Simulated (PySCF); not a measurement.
Vertical excitations of a molecule C5H5Cl from TDDFT-PBE/def2-SVPD (PySCF), as energy in eV (oscillator strength): 4.59 (0.000), 4.94 (0.345), 5.52 (0.000), 5.66 (0.000), 5.70 (0.001), 5.95 (0.000), 6.17 (0.046), 6.40 (0.004), 6.43 (0.000), 6.61 (0.091). Lowest triplet (TDA): 3.16 eV. Coordinates come from a PBE0-D3(BJ)/def2-SVP optimisation. Other conformers were not sampled.

**Question.** Which structure fits?
A) C=C=CC(=C)Cl
B) CC#C/C=C\Cl
C) C=C=C(Cl)C=C
D) ClC1=CC=CC1

**Answer.** B, CC#C/C=C\Cl
